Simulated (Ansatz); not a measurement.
F$_{6}$Si, charge -2, singlet, geometry from GFN2-xTB (a gas-phase anion, which may not be bound at this level); Ansatz (a quantum-chemistry and plane-wave program) with WB97X-V/STO-3G.

Input for Ansatz:
Ansatz 0.2 input:
```yaml
crystal:
  periodic: [false, false, false]
  atoms:
    - {symbol: F, position_ang: [0.39884880, -1.65434300, -0.16462041]}
    - {symbol: Si, position_ang: [0.00000000, 0.00000000, -0.00000000]}
    - {symbol: F, position_ang: [1.17504728, 0.40027767, -1.17561587]}
    - {symbol: F, position_ang: [-1.17504728, -0.40027767, 1.17561587]}
    - {symbol: F, position_ang: [1.17610141, 0.16111496, 1.23038955]}
    - {symbol: F, position_ang: [-0.39884880, 1.65434300, 0.16462041]}
    - {symbol: F, position_ang: [-1.17610141, -0.16111496, -1.23038955]}
basis:
  gaussian:
    orbitals: STO-3G
hamiltonian:
  xc: {name: wB97X-V}
total_charge: -2
```

Output, abridged:

```
Functional definition: wB97X-V
533 factors; integrals over basis functions are off by at most 1.6e-5 eV
135 factors; integrals over basis functions are off by at most 3.4e-7 eV
mean field evaluation 1: about -23830.3875 eV, gradient 3.1e1 eV
mean field evaluation 2: about -23833.7612 eV, gradient 8.3e0 eV
mean field evaluation 4: about -23833.9327 eV, gradient 3.7e-2 eV
mean field evaluation 8: about -23833.9731 eV, gradient 6.2e-5 eV
mean field -23833.97311130 eV, -875.8823565930 hartree, gradient 3.9e-6 eV, S^2 0.000000; 0 other end points of the search recorded, 0 dependent functions left out
reference -23833.97311079 eV, -875.8823565745 hartree; 35, 35 occupied and 4, 4 virtual orbitals, 533 factors
Total energy: -23833.97311079 eV, -875.8823565745 hartree
```
